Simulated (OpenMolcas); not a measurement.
An atom or ion with 13 electrons was computed by MS-RASPT2, IPEA 0.25 Eh, imaginary shift 0.1 Eh with spin-orbit coupling (OpenMolcas, ANO-RCC-VTZP, DKH2). The lowest levels that the run gave, each within 12 % of the measured value where one is at hand:

| J | Parity | E (cm-1) | g |
| --- | --- | --- | --- |
| 1/2 | odd | 0.0 | 0.666 |
| 3/2 | odd | 2011 | 1.334 |
| 1/2 | even | 99012 | 2.670 |
| 3/2 | even | 99744 | 1.735 |
| 5/2 | even | 100897 | 1.601 |
| 3/2 | even | 134471 | 0.800 |
| 5/2 | even | 134535 | 1.201 |
| 1/2 | even | 171412 | 1.994 |
| 1/2 | even | 185164 | 0.674 |
| 3/2 | even | 186443 | 1.334 |

Task: Which ion is it, and what are the configurations and terms?

Result: Ar VI (Z = 18, charge +5; active space 3 electrons in 9 orbitals (RAS2 3s 3p; RAS3 3d, at most 2 electrons)). J, parity and g give the terms where levels are pure, and mixed ones are named by the computed weights; the size of the splittings, set against known spectra of the 13-electron sequence, gives the charge. In order, with the measured energies in cm-1 (Saloman, J. Phys. Chem. Ref. Data 39, 033101 (2010)): 3s2 3p 2P* 1/2, 3s2 3p 2P* 3/2 (2208), 3s 3p2 4P 1/2 (100158), 3s 3p2 4P 3/2 (100958), 3s 3p2 4P 5/2 (102192), 3s 3p2 2D 3/2 (132463), 3s 3p2 2D 5/2 (132575), 3s 3p2 2S 1/2 (169804), 3s 3p2 2P 1/2 (182182), 3s 3p2 2P 3/2 (183577).

Active for correlation alone: 3d; no level in the range computed is led by a configuration that fills it, so any true level of that kind is missing. Measured partners are found by configuration, term and J. A level has none where our copy of the source lacks it or the pairing is in doubt (some pairs that miss far off the trend of their configuration count as doubtful), and it then counts in no deviation. Only configurations of the active space appear.

* marks odd parity.
